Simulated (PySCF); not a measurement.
# What a mistake does to a calculation on BClH5NSi

Calculated results; nothing here was measured. The program is PySCF 2.14.0, an open-source quantum chemistry code, run on an isolated molecule that a program drew, which may never have been made. The molecule is BClH5NSi (charge 0, singlet), drawn as the SMILES string `NB[SiH2]Cl`.

Each row is a Hartree-Fock (HF) and frozen-core CCSD(T) single point in the cc-pV(D+d)Z basis, meant for a local HF minimum. Run 1 is clean. Each other run has one planted mistake out of seven kinds, and not every kind appears here: one electron removed, one electron added, multiplicity raised by two, geometry at a saddle point, minimal basis STO-3G, one bond length entered in bohr, all coordinates scaled. The reference is restricted for singlets and unrestricted otherwise, and also for a bond in bohr. Adding or removing an electron swaps singlet and doublet. Electrons count all cores. HOMO and LUMO are orbital energies over both spins, the gradient is its largest component, and the lowest frequency (negative if imaginary) is given only where the gradient is small. Bond lengths are over the 8 bonds as drawn. T1 is the CCSD diagnostic: over 0.02 (restricted) or 0.045 (unrestricted) a single reference is doubtful.

Geometry of the clean run:
```xyz
9
BClH5NSi, angstrom
N    -3.1285    0.2990    0.1060
B    -1.7757    0.0792   -0.0751
Si   -1.0332   -0.3180   -1.9277
Cl   -2.6094   -0.3148   -3.3202
H    -3.7915    0.2747   -0.6425
H    -3.5349    0.4971    0.9976
H    -1.0458    0.1268    0.8803
H    -0.3949   -1.6483   -2.0268
H    -0.0634    0.6952   -2.3966
```

```
run,electrons,basis functions,<S^2>,HOMO (eV),LUMO (eV),gradient (hartree/bohr),lowest frequency (cm^-1),mean bond (Å),longest bond (Å),T1,HF (hartree),CCSD(T) (hartree),mistake
1,48,99,0.000,-10.84,2.95,6.3e-06,104,1.4602,2.103,0.0132,-830.58039,-831.13980,no fault
2,48,99,2.011,-5.58,-1.58,5.3e-02,-,1.4602,2.103,0.0195,-830.39113,-830.94135,multiplicity raised by two
3,48,33,0.000,-8.98,7.91,4.4e-02,-,1.4602,2.103,0.0162,-821.30739,-821.48301,?
4,48,99,1.002,-7.91,1.25,4.7e-02,-,1.6139,2.612,0.0836,-830.38360,-830.90790,?
```

**Which mistake was planted in run 3, and what did it cost?**

It has 33 basis functions where the clean run has 99, with the same electrons and geometry. So the mistake is: minimal basis STO-3G. Subtracting run 1 and multiplying by 627.51 kcal/mol a hartree, the energy moved by 5818.9 kcal/mol in HF and 6059.7 kcal/mol in CCSD(T).

**Which mistake was planted in run 4, and what did it cost?**

The mean bond changes by a factor of 1.105 and the longest by 1.242, so the molecule wasn't scaled as a whole. A length L in bohr read as angstrom grows by (1/0.5292 - 1) L = 0.890 L. The 8 bonds together grew by 8 x 0.1537 = 1.230 Å, which gives L = 1.382 Å. That is bond N1-B2, 1.382 Å in the clean geometry. So the mistake is: one bond length entered in bohr. Subtracting run 1 and multiplying by 627.51 kcal/mol a hartree, the energy moved by 123.5 kcal/mol in HF and 145.5 kcal/mol in CCSD(T).

Cautions from the logs. Run 4: T1 is over the limit, so its CCSD(T) energy is less reliable.
